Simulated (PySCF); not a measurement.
Two-component Hartree-Fock for Co (cobalt, neutral)

Start: [Ar] 3d8 4s1; 3d3/2 filled at m_j = -1/2, +1/2, +3/2; 3d5/2 filled at m_j = -3/2, -1/2, +1/2, +3/2, +5/2; 4s1/2 filled at m_j = +1/2. Calculated with PySCF 2.14 in x2c-TZVPall-2c with one added diffuse shell each of s, p, d type (7s8p5d1f, 63 functions): generalised Hartree-Fock with the X2C-1e Hamiltonian and a Gaussian nucleus; one run each with spin-orbit coupling (SO) switched off, then screened by Boettger's factors. This is a chosen level, not necessarily the ground level.

```json
{"spinor shell": "1s1/2", "electrons": "2", "ε, spin-free (eV)": "-7771.1", "ε, screened SO (eV)": "-7770.9", "weight of nominal j (screened SO)": "1.000", "rms radius, screened SO (bohr)": "0.0649"}
{"spinor shell": "2s1/2", "electrons": "2", "ε, spin-free (eV)": "-958.98", "ε, screened SO (eV)": "-958.93", "weight of nominal j (screened SO)": "1.000", "rms radius, screened SO (bohr)": "0.276"}
{"spinor shell": "2p1/2", "electrons": "2", "ε, spin-free (eV)": "-816.68", "ε, screened SO (eV)": "-827.19", "weight of nominal j (screened SO)": "0.999", "rms radius, screened SO (bohr)": "0.247"}
{"spinor shell": "3s1/2", "electrons": "2", "ε, spin-free (eV)": "-119.88", "ε, screened SO (eV)": "-119.86", "weight of nominal j (screened SO)": "1.000", "rms radius, screened SO (bohr)": "0.836"}
{"spinor shell": "3p1/2", "electrons": "2", "ε, spin-free (eV)": "-76.902", "ε, screened SO (eV)": "-80.313", "weight of nominal j (screened SO)": "0.782", "rms radius, screened SO (bohr)": "0.894"}
{"spinor shell": "3p3/2", "electrons": "4", "ε, spin-free (eV)": "-76.902", "ε, screened SO (eV)": "-75.193", "weight of nominal j (screened SO)": "0.891", "rms radius, screened SO (bohr)": "0.902"}
{"spinor shell": "3d5/2", "electrons": "5", "ε, spin-free (eV)": "-11.563", "ε, screened SO (eV)": "-11.905", "weight of nominal j (screened SO)": "0.623", "rms radius, screened SO (bohr)": "1.30"}
{"spinor shell": "3d3/2", "electrons": "3", "ε, spin-free (eV)": "-11.563", "ε, screened SO (eV)": "-10.993", "weight of nominal j (screened SO)": "0.644", "rms radius, screened SO (bohr)": "1.32"}
{"spinor shell": "4s1/2", "electrons": "1", "ε, spin-free (eV)": "-6.476", "ε, screened SO (eV)": "-6.476", "weight of nominal j (screened SO)": "1.000", "rms radius, screened SO (bohr)": "3.67"}
```

Q: Where does 2p3/2 lie, and what is the 2p spin-orbit splitting (screened SO)?

A: At -811.50 eV, 15.695 eV above 2p1/2.

| quantity | spin-free | screened SO |
| --- | --- | --- |
| E (hartree) | -1391.78086 | -1391.80967 |
| M_J | 9/2 | 9/2 |
| ⟨J²⟩ | 24.761 | 24.761 |
| ⟨L²⟩ | 12.008 | 12.013 |
| ⟨S²⟩ | 3.753 | 3.752 |

Each row is a mean over spinors that exchange with the open shell spreads, by up to 9.678 eV (3p3/2).

Rows whose weight is well below 1 are mixtures of j = l ± 1/2: exchange outweighs spin-orbit coupling there, and the label is only the starting occupation.

Without spin-orbit coupling the j labels of p, d and f shells carry no meaning; the spin-free column gives the mean over the occupied spinors of each nl shell.
